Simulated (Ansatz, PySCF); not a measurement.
Gas-phase reaction (SMILES): CO[Si](F)(F)OC + F (HF) → CO[Si](F)(F)F [trifluoro(methoxy)silane] + CO (CH4O); hydrogen fluoride cleaves one Si-O bond, a model of a ligand-exchange step.

Geometries: B3LYP-D3(BJ)/def2-TZVP minima from Ansatz (an electronic-structure program), one conformer each, not searched for the lowest. Cores are frozen in the correlated levels unless marked. No spin-orbit coupling. No relativistic terms. Basis-set limits of correlation are two-point, X^-3; Hartree-Fock from the larger set. [CCSD(T)-MP2]/basis is that difference in the basis named. Thermal terms are rigid-rotor harmonic-oscillator values from B3LYP-D3(BJ) frequencies (Ansatz or PySCF) at 298.15 K and 1 atm. 1 Eh = 627.5095 kcal/mol.

```
species         E, RI-MP2/CBS(cc-pV(T+d)Z,cc-pV(Q+d)Z)+[CCSD(T)-MP2]/cc-pV(T+d)Z (Ansatz) (Eh)  E, B3LYP-D3(BJ)/def2-TZVPD (Ansatz + dftd3) (Eh)  H - E (Eh)  G - E (Eh)
--------------  ------------------------------------------------------------------------------  ------------------------------------------------  ----------  ----------
CO[Si](F)(F)OC                                                                      -718.94104                                        -719.91549     0.10233     0.05636
F (HF)                                                                              -100.39237                                        -100.49389     0.01259    -0.00713
CO[Si](F)(F)F                                                                       -703.73236                                        -704.64118     0.06042     0.01955
CO (CH4O)                                                                           -115.61425                                        -115.78119     0.05533     0.02827
```

Q: Work out ΔE and ΔH, ΔG, ΔS and the equilibrium constant at 298.15 K at the first level, then ΔH at the second.

A: 
1. ΔE = [(-703.73236) + (-115.61425)] - [(-718.94104) + (-100.39237)] = -0.01320 Eh = -8.3 kcal/mol at RI-MP2/CBS(cc-pV(T+d)Z,cc-pV(Q+d)Z)+[CCSD(T)-MP2]/cc-pV(T+d)Z.
2. The terms H - E add up to 0.00083 Eh, so ΔH = (-0.01320 + (0.00083))×627.5095 = -7.8 kcal/mol.
3. The terms G - E add up to -0.00141 Eh, so ΔG = -9.2 kcal/mol, and ΔS = (0.00083 - (-0.00141))×627509.5/298.15 = 4.7 cal/(mol K).
4. log10 K = -ΔG/(RT ln 10) = 6.7, with RT ln 10 = 1.3642 kcal/mol.
5. At B3LYP-D3(BJ)/def2-TZVPD the same steps give ΔE = -8.2 and ΔH = -7.6 kcal/mol, a shift of +0.2 from the first level.
6. These values are not checked against measurement here, since the tables used lack a sound gas-phase enthalpy of formation for at least one species.
